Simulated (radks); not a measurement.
Results of a calculation; reference values are marked as such.
Question: Isoelectronic series with 20 electrons, each ion in its NIST ground configuration. Level of theory: scalar-relativistic Kohn-Sham, SCAN, spin-polarised, spherical densities, finite nucleus; open shells are filled with parallel spins first (spin-orbit coupling, left out, can overturn this in heavy ions); meta-GGA in the generalised Kohn-Sham scheme; Fermi nuclear charge, rms radius of each element as measured or else 0.836 A^(1/3) + 0.57 fm (a radial shooting solver on a logarithmic mesh with Libxc functionals). Total energies (hartree) and mean radii <r> (bohr):

ion    configuration  E (hartree)   3d up  3p down   3p up
Kr16+       [Ar] 3d2  -2660.80859  0.4414   0.4795  0.4774
Rb17+       [Ar] 3d2  -2830.61882  0.4228   0.4612  0.4592
Sr18+       [Ar] 3d2  -3005.97057  0.4057   0.4442  0.4423
Zr20+       [Ar] 3d2  -3373.40407  0.3754   0.4136  0.4120
Nb21+       [Ar] 3d2  -3565.54082  0.3619   0.3999  0.3984
Mo22+       [Ar] 3d2  -3763.32964  0.3494   0.3870  0.3856
Tc23+       [Ar] 3d2  -3966.80213  0.3378   0.3749  0.3735

Estimate the row of Ru24+ ([Ar] 3d2).

Answer: E (hartree) -4175.98862; 3d up 0.3269; 3p down 0.3635; 3p up 0.3622.
